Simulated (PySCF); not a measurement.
Isomers of C4H7BrO. Method used: PySCF, PBE0-D3(BJ)/def2-SVP geometry optimisation, gas phase. One conformer each; no zero-point energy, no entropy. No frequencies were run at this level. Point groups hold within 0.08 Å.

**Question.** Order them by energy at this level, lowest first, and give relative energies in kJ/mol.
A. `[CH3:1][O:2][C@@H:3]1[CH2:4][C@H:5]1[Br:6]` with C1–O2–C3–C4 155°
B. `[CH3:1][O:2][C@@H:3]1[CH2:4][C@@H:5]1[Br:6]` with C1–O2–C3–C4 157°
C. `[CH3:1][C:2](=[O:3])[CH2:4][CH2:5][Br:6]` with C1–C2–C4–C5 180°, C2–C4–C5–Br6 180°

**Answer.** C (0.0), A (138.5), B (142.7).

As drawn, the lowest has a C=O bond, which the highest lacks; the highest has a three-membered ring, which the lowest lacks. Neighbours under 10 kJ/mol apart (CO[C@@H]1C[C@H]1Br and CO[C@@H]1C[C@@H]1Br) can change places with a better method, another conformer or zero-point energy. CO[C@@H]1C[C@H]1Br and CO[C@@H]1C[C@@H]1Br are stereoisomers, 4.2 kJ/mol apart in the conformers taken.

| SMILES | E (Eh) | E rel (kJ/mol) | dipole (D) | point group | A, B, C (MHz) |
| --- | --- | --- | --- | --- | --- |
| CC(=O)CCBr | -2804.98345 | 0.0 | 2.63 | Cs | 8423, 768.1, 713.3 |
| CO[C@@H]1C[C@H]1Br | -2804.93069 | 138.5 | 1.15 | C1 | 5412, 1092, 953.0 |
| CO[C@@H]1C[C@@H]1Br | -2804.92910 | 142.7 | 1.96 | C1 | 3704, 1622, 1234 |
